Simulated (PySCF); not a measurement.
# Peak assignment

Structure with atom numbers: `[CH3:1][Si:2]([CH3:3])([CH3:4])[Si:5]([CH3:6])([CH3:7])[Cl:8]`. Hydrogens are named by the atom that carries them.

Calculated, not measured (PySCF): GFN2-xTB geometry, NMR shieldings at PBE0/pcSseg-1/GIAO. Rapidly exchanging positions averaged, isolated molecule, no relativistic terms, one conformer.

δ = σ(ref) − σ, references computed at the same level: 13C and 1H vs TMS.

Task: Assign these signals to the numbered atoms. 13C{1H} NMR (computed): δ 4.7, -2.2.

Result: 
4.7 → C6/C7, methyl carbon bonded to Si: an electropositive neighbour leaves it electron-rich and shielded
-2.2 → C1/C3/C4, methyl carbon bonded to Si

Task: Assign these signals to the numbered atoms. 1H NMR (300 MHz, computed): δ 0.36 (s, 6H), 0.11 (s, 9H).

Result: 
0.36 → H(C6)/H(C7), hydrogen on a methyl carbon bonded to Si: an electropositive neighbour shields it, as in TMS itself
0.11 → H(C1)/H(C3)/H(C4), hydrogen on a methyl carbon bonded to Si

Shifts are as computed. Against solution values, carbons near 30 ppm lie about +3 ppm off and those near 130 ppm about +5 ppm. Of 1211 compounds with measured shifts, 218 miss one by over three times the rms of a fit or turn the order of signals round; such compounds aren't used in these exercises. Multiplicities follow the n + 1 count of equivalent neighbours, as no J values were calculated; m marks all less simple cases, F and P coupling included.
